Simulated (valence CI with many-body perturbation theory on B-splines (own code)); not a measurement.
## Hyperfine factors and g values of Ce6+

Calculated by relativistic CI+MBPT: six valence electrons over a frozen Dirac-Fock core [Kr] 4d10, a basis of 7 s, 7 p, 7 d, 7 f, 4 g, 2 h functions for each j, with the one-electron correlation potential Σ1 (screened to all orders), the two-electron term Σ2, the three-electron term Σ3, Breit, model QED; selected single and double excitations, second order for the rest, scaled by the run's own slope (own B-spline code, finite nucleus).

Against measured spectra of neutral and singly charged lanthanides and actinides this method errs by a few hundred cm⁻¹ within a configuration and by up to about 5,000 between configurations. No measured levels were compared; by estimate levels hold to about 250 cm⁻¹ or 0.2 % of their energy and the worst to 1 %, as in measured heavy ions of charge 2 to 7; those with d or f electrons hold less well. Among the levels kept, up to 960 cm⁻¹ of a level comes from second order outside the variational space, and about a tenth of that is noise between levels of different J, which matters for small intervals. Only levels of the ground parity were solved; by the run's estimate the other parity begins above the list, which can be wrong where configurations are misplaced.

A/g_I is the dipole constant over the nuclear g factor μ/I (μ in nuclear magnetons, uniformly magnetised nucleus), B/Q the quadrupole constant per barn. Both hold the static response of the core; the bare values leave it out. Large factors of s and p1/2 electrons are usually good to 5 to 10 %; those of open d and f shells near neutrality can be off by tens of per cent, and small factors of p3/2, d and f electrons come from cancelling terms and can be off by a factor of two or in sign, in half-filled shells by more. B is blank for J = 1/2, where it vanishes, and for nearly pure S terms. Energies count from the lowest level. Levels with J = 0 are left out.

Names give the largest LS component (configuration and term), which can be under half, so a name can repeat, a term be missing and a line seem to break the LS rules; names also repeat where a configuration has a term twice. Letters in brackets count levels of one name in rising energy.

```tsv
Level	E (cm⁻¹)	g	A/g_I (MHz)	A/g_I bare	B/Q (MHz/b)	B/Q bare
5s2.5p4 3P_2	0.0	1.407	2520	2120	2620	2340
5s2.5p4 3P_1	24638	1.501	-1340	-1510	-2600	-2320
5s2.5p4 1D_2	33184	1.093	6430	5910	-7780	-6950
4f.5s2.5p3 5F_3	82099	1.064	984	892	-540	-539
4f.5s2.5p3 5F_4	83391	1.248	672	631	305	174
4f.5s2.5p3 5F_2	84392	0.996	823	851	-690	-632
4f.5s2.5p3 5F_1	84997	0.142	933	1290	59.7	20.3
4f.5s2.5p3 5F_5	86465	1.328	411	373	501	280
4f.5s2.5p3 3F_3 [a]	87836	1.149	310	412	-2480	-2290
4f.5s2.5p3 3F_4 [a]	95988	1.120	699	634	913	681
4f.5s2.5p3 3F_2 [a]	97122	0.788	786	1060	-104	-184
4f.5s2.5p3 3G_3	103480	0.976	1630	1560	-4950	-4460
4f.5s2.5p3 3G_4	104910	1.167	559	603	-1970	-1860
4f.5s2.5p3 3F_2 [b]	105430	0.885	344	339	-3280	-2970
4f.5s2.5p3 3F_4 [b]	108540	1.050	1680	1600	249	138
4f.5s2.5p3 3H_5	109780	1.134	1530	1510	315	148
4f.5s2.5p3 3D_3	109820	1.198	440	500	-2160	-1960
4f.5s2.5p3 1P_1	109870	0.835	-2680	-2390	80.7	39.7
4f.5s2.5p3 3G_5	114900	1.163	1420	1380	1850	1550
4f.5s2.5p3 3F_2 [c]	115490	1.094	1520	1480	-264	-229
4f.5s2.5p3 3F_4 [c]	115940	1.109	885	849	1260	1060
4f.5s2.5p3 1H_5	116110	1.038	2640	2420	312	153
4f.5s2.5p3 3H_6	117860	1.166	2390	2260	728	502
4f.5s2.5p3 3D_1	118530	0.521	3880	3680	-135	-120
4f.5s2.5p3 3F_3 [b]	119060	1.080	789	760	216	138
4f.5s2.5p3 3D_2	119360	1.159	47.4	223	-507	-506
4f.5s2.5p3 3P_1	121870	1.372	-4460	-3650	-440	-398
4f.5s2.5p3 1D_2	122480	1.029	661	857	-304	-300
4f.5s2.5p3 1F_3	123070	1.027	2080	2030	2280	1980
```
